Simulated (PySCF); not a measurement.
Delta-SCF ions had no search for a lower state. Excitations are Tamm–Dancoff values on a coarser integration grid. The basis has no diffuse functions, so Rydberg states are missing or too high.

## H6BN3, SMILES `NB(N)N` (charge 0, multiplicity 1)

Calculation: PySCF 2.14.0 with CAM-B3LYP-D3(BJ)/def2-TZVP.

The HOMO is -7.99 eV, the dipole moment is 0.00 D and the HOMO–LUMO gap is 9.58 eV. The LUMO comes out as 1.59 eV and the S1 excitation (TDA) comes out as 6.15 eV. The S1 oscillator strength is 0.000, the brightest of the four lowest singlets (TDA) comes out as 7.19 eV and the T1 excitation (TDA) is 5.81 eV. The S1–T1 gap (TDA) is 0.34 eV and the vertical ionisation energy (Delta-SCF) is 9.02 eV. The total energy is -192.8412 Ha and the cost is around 2.3 core-minutes (rough).

Bond lengths (Å): N1–B2 1.425, N1–H5 1.002, N1–H6 1.002, B2–N3 1.425, B2–N4 1.425, N3–H7 1.002, N3–H8 1.002, N4–H9 1.002, N4–H10 1.002. Bond angles (°): B2–N1–H5 123.2, B2–N1–H6 123.2, H5–N1–H6 113.6, N1–B2–N3 120.0, N1–B2–N4 120.0, N3–B2–N4 120.0, B2–N3–H7 123.2, B2–N3–H8 123.2, H7–N3–H8 113.6, B2–N4–H9 123.2, B2–N4–H10 123.2, H9–N4–H10 113.6.
Charge 0, spin multiplicity 1.
